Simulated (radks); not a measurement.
Removal energies from the sulfur ion S+, [Ne] 3s2 3p3, by Delta-SCF beside the eigenvalue of the level emptied. All-electron calculation, scalar-relativistic Kohn-Sham, BLYP, spin-polarised, spherical densities, finite nucleus; Fermi nuclear charge, rms radius of each element as measured or else 0.836 A^(1/3) + 0.57 fm. Program: a radial shooting solver on a logarithmic mesh with Libxc functionals. Open shells are filled with parallel spins first.

removed from   final configuration  Delta-SCF (eV)  -eigenvalue (eV)
3p                    [Ne] 3s2 3p2          23.066            17.575
3s                    [Ne] 3s1 3p3          30.934            25.520
2p            [He] 2s2 2p5 3s2 3p3          185.19            167.56
2s            [He] 2s1 2p6 3s2 3p3          238.70            222.61
